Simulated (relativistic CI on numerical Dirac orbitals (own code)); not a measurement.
**Crystal-field levels of Rh6+, 4d3**

Calculated by Dirac-Coulomb-Breit CI, KLI orbitals optimised for each configuration, QED by a radiative potential, one configuration in a parametric crystal field, unscaled Slater integrals (own radial code). With so little scaling, terms lie 10 to 35 % too far apart, which can change the order of excited levels.

Field parameters in Wybourne normalisation: D4h B²₀ = −7Ds, B⁴₀ = 21(Dq − Dt), B⁴₄ = 21√(5/14) Dq; Oh B⁴₀ = 21Dq, B⁴₄ = √(5/14) B⁴₀; Td as Oh with Dq negative (B⁴₀ = 21Dq, B⁴₄ = √(5/14) B⁴₀). The field is a parameter set, without covalency.

S and J are read from ⟨S²⟩ = S(S + 1) and ⟨J²⟩ = J(J + 1) of each level; they are not fictitious spins.

Oh, 10Dq = 42550 cm⁻¹, the lowest 10 levels:

```csv
E (cm⁻¹),Degeneracy,Irrep,S,J
0.0,4,Γ8,1.50,3.39
21434,4,Γ8,0.52,3.91
22136,4,Γ8,0.51,4.05
22728,2,Γ6,0.51,3.64
34207,4,Γ8,0.54,3.54
34639,2,Γ7,0.53,3.84
42048,2,Γ7,1.49,3.15
42561,4,Γ8,1.48,3.36
43155,4,Γ8,1.49,3.46
43281,2,Γ6,1.50,3.64
```

D4h, 10Dq = 21950, Ds = -460, Dt = 170 cm⁻¹, the lowest 16 levels:

| E (cm⁻¹) | Degeneracy | Irrep | S | J |
| --- | --- | --- | --- | --- |
| 0.0 | 2 | Γ7 | 1.49 | 3.26 |
| 4.2 | 2 | Γ6 | 1.49 | 3.27 |
| 18573 | 2 | Γ6 | 1.13 | 3.58 |
| 19028 | 2 | Γ7 | 1.10 | 3.60 |
| 20250 | 2 | Γ7 | 1.37 | 3.48 |
| 20324 | 2 | Γ6 | 1.22 | 3.60 |
| 20625 | 2 | Γ7 | 1.40 | 3.40 |
| 20807 | 2 | Γ6 | 0.78 | 3.91 |
| 21477 | 2 | Γ7 | 0.79 | 3.81 |
| 21814 | 2 | Γ6 | 1.26 | 3.47 |
| 23076 | 2 | Γ6 | 1.08 | 3.62 |
| 23349 | 2 | Γ6 | 1.00 | 3.60 |
| 23744 | 2 | Γ7 | 1.15 | 3.56 |
| 29375 | 2 | Γ7 | 1.30 | 3.10 |
| 29826 | 2 | Γ7 | 1.18 | 3.35 |
| 30479 | 2 | Γ6 | 1.32 | 3.29 |

Principal g values of the ground doublet: 1.75, 3.50, 3.50.

D4h, 10Dq = 30700, Ds = -630, Dt = -180 cm⁻¹, the lowest 10 levels:

| E (cm⁻¹) | Degeneracy | Irrep | S | J |
| --- | --- | --- | --- | --- |
| 0.0 | 2 | Γ6 | 1.50 | 3.35 |
| 4.7 | 2 | Γ7 | 1.50 | 3.35 |
| 20933 | 2 | Γ7 | 0.56 | 3.89 |
| 21031 | 2 | Γ6 | 0.56 | 3.95 |
| 21671 | 2 | Γ6 | 0.52 | 3.97 |
| 21952 | 2 | Γ7 | 0.52 | 4.09 |
| 22535 | 2 | Γ6 | 0.53 | 3.66 |
| 30374 | 2 | Γ6 | 1.40 | 3.40 |
| 30433 | 2 | Γ7 | 1.44 | 3.15 |
| 31586 | 2 | Γ7 | 1.28 | 3.46 |

Principal g values of the ground doublet: 0.01, 0.01, 5.50.

Oh, 10Dq = 30450 cm⁻¹, the lowest 16 levels:

| E (cm⁻¹) | Degeneracy | Irrep | S | J |
| --- | --- | --- | --- | --- |
| 0.0 | 4 | Γ8 | 1.50 | 3.34 |
| 20910 | 4 | Γ8 | 0.57 | 3.91 |
| 21817 | 4 | Γ8 | 0.52 | 4.04 |
| 22503 | 2 | Γ6 | 0.54 | 3.64 |
| 29754 | 2 | Γ7 | 1.47 | 3.13 |
| 29989 | 4 | Γ8 | 1.40 | 3.40 |
| 31286 | 4 | Γ8 | 1.46 | 3.40 |
| 31342 | 2 | Γ6 | 1.48 | 3.63 |
| 33404 | 4 | Γ8 | 0.69 | 3.60 |
| 33451 | 2 | Γ7 | 0.63 | 3.81 |
| 41655 | 2 | Γ6 | 1.45 | 2.79 |
| 42070 | 4 | Γ8 | 1.48 | 2.96 |
| 42132 | 2 | Γ7 | 1.45 | 2.88 |
| 42190 | 4 | Γ8 | 1.49 | 2.94 |
| 48655 | 2 | Γ6 | 0.59 | 4.13 |
| 51491 | 2 | Γ6 | 0.51 | 4.20 |

Td, 10Dq = -10200 cm⁻¹, the lowest 10 levels:

```
E (cm⁻¹)  Degeneracy  Irrep     S     J
     0.0           4     Γ8  1.48  2.37
     869           2     Γ7  1.50  2.78
    2685           4     Γ8  1.49  3.53
    4141           2     Γ6  1.49  4.16
   10180           4     Γ8  1.46  3.28
   10335           2     Γ7  1.48  3.27
   11508           4     Γ8  1.30  3.98
   11542           2     Γ6  1.48  3.78
   13496           4     Γ8  0.84  3.95
   20401           4     Γ8  0.98  4.10
```

The free-ion ground term has S = 3/2. Every field shown keeps that spin.

Levels of this model without a field, named by their leading LS term: ⁴F3/2 0, ⁴F5/2 1814, ⁴F7/2 4011, ⁴F9/2 6395, ⁴P3/2 18027, ⁴P1/2 18164, ²G7/2 20437, ⁴P5/2 21018 cm⁻¹.
